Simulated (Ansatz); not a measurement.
Basis-set extrapolation for CH₃BO₂S (PBE0-D4/def2-TZVP geometry, frozen core, Ansatz 0.2.0). Multiplicity 1, RHF reference.

```tsv
	def2-TZVPP	def2-QZVPP
HF	-611.687238	-611.707839
MP2 correlation	-0.896514	-0.966505
CCSD(T) correlation	-0.965420	not run
```

Energies in hartree. Use E(X) = E(∞) + A·exp(−7.88·√X) for Hartree–Fock and E(X) = E(∞) + B·X^(−2.97) for correlation, with X = 3 and 4, and add CCSD(T) minus MP2 of the smaller set to the MP2 limit.

Q: What is the CCSD(T) energy at the basis-set limit?

A: HF limit: -611.707839 + (-0.020601) × 0.13774 = -611.71068. MP2 limit: -0.966505 + (-0.069991) × 0.74074 = -1.01835. Higher-order term: -0.965420 − (-0.896514) = -0.06891. Total: -612.79794 hartree, 381.4 kJ/mol below CCSD(T)/def2-TZVPP.
